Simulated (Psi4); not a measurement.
Pair of molecules, SMILES N with SMILES C=CF (the first has 4 atoms); geometry from B3LYP-D3(BJ)/def2-TZVP, rigid monomers moved along the line of their centres of mass till H2···F7 is 2.14 Å.
(charge 0, multiplicity 1):
```tsv
atom	x (Å)	y (Å)	z (Å)
N	-0.0276	-0.0953	0.6433
H	0.6550	0.2467	1.3112
H	0.4178	-0.8251	0.0988
H	-0.2428	0.6662	0.0100
C	-1.0165	-0.3750	3.6719
C	0.0852	0.1418	4.1736
F	1.1078	0.5584	3.3840
H	-1.1525	-0.4895	2.6034
H	-1.7972	-0.6893	4.3496
H	0.3129	0.2960	5.2198
```

These are Psi4 with SAPT0/jun-cc-pV(D+d)Z values and carry that method's errors.

Q: Which attractive term is largest, and how does the interaction split up?

A: electrostatics -30.6, exchange 38.9, induction -7.6, dispersion -9.4, total -8.7 kJ/mol; the largest attraction is electrostatics.
